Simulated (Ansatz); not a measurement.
PBE exchange is replaced step by step with exact exchange (0 % is PBE, 25 % PBE0; no dispersion term), basis def2-TZVP, Ansatz. System: the cluster MgTe2 (the lowest singlet isomer of a short search). Charge 0, multiplicity 1. Geometry: PBE-D4/def2-TZVP, each spin state at its own.

Geometry of the singlet:

```xyz
3

Mg   -0.4031   -0.0106    1.3568
Te   -1.2212    0.0696   -1.1007
Te    1.6243   -0.0589   -0.2561
```

In the def2 sets Te takes a core potential; there is no spin–orbit coupling. The structure comes from a short search, and lower isomers may exist.

```json
{"exact exchange (%)": "0", "HOMO (eV)": "-4.32", "LUMO (eV)": "-4.01", "gap (eV)": "0.31", "triplet − singlet (kJ/mol)": "4.4", "quintet − singlet (kJ/mol)": "175.3"}
{"exact exchange (%)": "5", "HOMO (eV)": "-4.49", "LUMO (eV)": "-3.90", "gap (eV)": "0.60", "triplet − singlet (kJ/mol)": "3.9", "quintet − singlet (kJ/mol)": "177.4"}
{"exact exchange (%)": "10", "HOMO (eV)": "-4.67", "LUMO (eV)": "-3.78", "gap (eV)": "0.89", "triplet − singlet (kJ/mol)": "3.4", "quintet − singlet (kJ/mol)": "179.5"}
{"exact exchange (%)": "15", "HOMO (eV)": "-4.85", "LUMO (eV)": "-3.67", "gap (eV)": "1.18", "triplet − singlet (kJ/mol)": "3.0", "quintet − singlet (kJ/mol)": "181.7"}
{"exact exchange (%)": "35", "HOMO (eV)": "-5.57", "LUMO (eV)": "-3.22", "gap (eV)": "2.36", "triplet − singlet (kJ/mol)": "1.9", "quintet − singlet (kJ/mol)": "189.5"}
{"exact exchange (%)": "50", "HOMO (eV)": "-6.12", "LUMO (eV)": "-2.87", "gap (eV)": "3.25", "triplet − singlet (kJ/mol)": "1.6", "quintet − singlet (kJ/mol)": "187.5"}
```

**Question.** Estimate the row for 25 %.

**Answer.** 
| exact exchange (%) | HOMO (eV) | LUMO (eV) | gap (eV) | triplet − singlet (kJ/mol) | quintet − singlet (kJ/mol) |
| --- | --- | --- | --- | --- | --- |
| 25 | -5.21 | -3.44 | 1.76 | 2.3 | 186.4 |
